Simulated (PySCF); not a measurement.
# SnF from Hartree–Fock to correlated methods

State: ²Π (doublet), unpaired electrons π ↑. Set-up: PySCF, scalar-relativistic core potentials, basis sets Sn def2-TZVPP with ECP28, F def2-TZVPP. De refers to Sn + F in their high-spin ground configurations, without counterpoise correction. The functionals are run spin-unrestricted. A positive dipole means Sn(−)F(+).

```
      Level  Re (Å)  ωe (cm⁻¹)  De (eV)  μ (D)
        UHF   1.925        612     3.04  -2.81
    UHF-MP2   1.944        591     5.01    n/a
UHF-SCS-MP2   1.948        586     4.86    n/a
   UHF-CCSD   1.938        599     4.60    n/a
UHF-CCSD(T)   1.943        593     4.76    n/a
        PBE   1.974        550     5.26  -2.63
       BP86   1.974        550     5.24  -2.64
     r²SCAN   1.949        580     5.02  -2.56
      M06-L   1.965        562     5.16  -2.68
       PBE0   1.947        581     4.86  -2.69
      B97-3   1.960        565     4.93  -2.83
  CAM-B3LYP   1.948        584     5.06  -2.81
     B2PLYP   1.955        575     4.97  -2.96
```

The bond length runs from 1.925 Å (UHF) to 1.974 Å (BP86). De spans 3.04 eV (UHF, mean field) to 5.26 eV (PBE, GGA). Correlation at CCSD(T) changes the Hartree–Fock bond energy by +1.72 eV; the triples alone change it by +0.16 eV.

Correlated steps freeze 5 core orbitals. These are scalar-relativistic numbers at best; spin–orbit coupling would shift them, the dissociation energy most. B2PLYP dipoles, levels and charges come from its SCF part alone. The state is the lowest determinant that a PBE0 search found; another state may lie lower at other levels.

The whole job (state search and all levels along the bond) took about 11 min on 1 thread of Intel Xeon Platinum 8259CL @ 2.50GHz (shared host), peak memory 1.9 GiB.
